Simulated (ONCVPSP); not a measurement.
Before and after: ONCV potential for carbon

* Element: C (Z = 6)
* Generator: ONCVPSP 4.0.1
* Type: optimised norm-conserving Vanderbilt (ONCV)
* Functional: PBE
* Relativity: scalar-relativistic
* Frozen core: [He]
* Valence charge: 4
* Reference configuration: 2s2 2p2
* Partial waves: 2s: rc 0.90 bohr, ncon 3, nbas 6, qcut 6.9 1/bohr, 2 projectors, debl 1.4 Ha; 2p: rc 2.50 bohr, ncon 4, nbas 8, qcut 4.9 1/bohr, 3 projectors, debl 2.7 Ha; d scattering state at 0.44 Ha: rc 2.75 bohr, ncon 3, nbas 6, qcut 3.2 1/bohr, 1 projector
* Local potential: polynomial inside 0.85 bohr (lpopt 3, dvloc0 1 Ha)
* Core correction: Teter function, fcfact 2.75, rcfact 1.3

Change: p: ncon 5, nbas 9.

Cutoffs: the cutoffs (Ha) at which the residual kinetic energy of the hardest occupied pseudo-wave falls to 1 and 0.1 mHa per electron; they do not see the model core or the augmentation charge, which bear on the density cutoff. Errors are all-electron minus pseudo energies relative to the spin-unpolarised reference configuration.

What does the change do?

The potential gets neither clearly harder nor softer (20 Ha and 27 Ha → 20 Ha and 27 Ha); of the 4 tests that both files solve, the error grows in 0 and shrinks in 4 by more than 15 % and 0.3 meV (median size 435.0 → 357.1 meV); neither file shows a bound ghost.

| quantity | base | changed |
| --- | --- | --- |
| cutoff, loose | 20 Ha | 20 Ha |
| cutoff, tight | 27 Ha | 27 Ha |
| loose cutoff by channel | s 20 Ha, p 9.0 Ha | s 20 Ha, p 9.7 Ha |
| bound ghosts | none | none |
| GHOST(+) flags under 300 eV | d at 37.3 eV | d at 37.3 eV |
| error for 2s2 2p1, meV [ΔE 10.86 eV] | +97 | +78 |
| error for 2s2 2p0, meV [ΔE 35.02 eV] | +773 | +637 |
| error for 2s1 2p0, meV [ΔE 83.21 eV] | +1543 | +1298 |
| error for 2s2 2p1.5, meV [ΔE 3.96 eV] | +15 | +12 |
| s: phases at 0.91 bohr within 0.05 rad from the reference energy up to (Ha; the scan ends near 5) | to the end of the scan | to the end of the scan |
| p: phases at 2.53 bohr within 0.05 rad from the reference energy up to (Ha; the scan ends near 5) | to the end of the scan | to the end of the scan |
| d: phases at 2.79 bohr within 0.05 rad from the reference energy up to (Ha; the scan ends near 5) | 1.3 | 1.3 |
| rms error of d²Exc/dni dnj with the model core, mHa | 1.33 | 1.51 |

Changed file: The cutoffs count occupied waves only; projector 3 of the p channel, the hardest unoccupied one, needs 53 Ha at the loose tolerance.
